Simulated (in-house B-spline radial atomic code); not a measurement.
# Os⁵⁸⁺: [Ne] 3s2 3p6

Method: Dirac-Hartree-Fock, average of configuration, Fermi nucleus of rms radius 5.4126 fm. Calculated with a radial B-spline atomic code at the basis-set limit.

Screening seen three ways: the hydrogenic charge with the same mean radius, Z_r = [3n² - l(l+1)]/(2<r>), the one with the same energy, Z_e = n√(-2ε), and Slater's rules. Values are occupation-weighted means over j. An effective charge above Z reflects the relativistic contraction of the inner shells.

```json
{"shell": "1s", "electrons": "2", "ε (eV)": "-78696", "<r> (bohr)": "0.01773", "Z_r": "84.59", "Z_e": "76.05", "Slater": "75.70"}
{"shell": "2s", "electrons": "2", "ε (eV)": "-17299", "<r> (bohr)": "0.07349", "Z_r": "81.64", "Z_e": "71.31", "Slater": "71.85"}
{"shell": "2p", "electrons": "6", "ε (eV)": "-15709", "<r> (bohr)": "0.06598", "Z_r": "75.78", "Z_e": "67.96", "Slater": "71.85"}
{"shell": "3s", "electrons": "2", "ε (eV)": "-6749.7", "<r> (bohr)": "0.1808", "Z_r": "74.68", "Z_e": "66.82", "Slater": "64.75"}
{"shell": "3p", "electrons": "6", "ε (eV)": "-6257.1", "<r> (bohr)": "0.1783", "Z_r": "70.10", "Z_e": "64.34", "Slater": "64.75"}
```

The least bound orbital is 3p3/2 at -6123 eV, and it is also the most diffuse (<r> = 0.1823 bohr).

Spin-orbit splittings of the orbital energies (j = l + 1/2 above j = l - 1/2 when positive): 2p 1561 eV, 3p 401.5 eV.

For the 1s electron the small component carries 8.26 % of the norm, the zero-frequency Breit interaction raises the level by 265.2 eV, self-energy by 167.7 eV, and vacuum polarisation lowers it by 32.68 eV.

The density falls to 0.001 bohr⁻³ at 0.5662 bohr; Σ<r²> = 0.34161 bohr² gives, by the non-relativistic formula and without the paramagnetism of open shells, a Langevin diamagnetic susceptibility of -0.2705×10⁻⁶ cm³/mol.
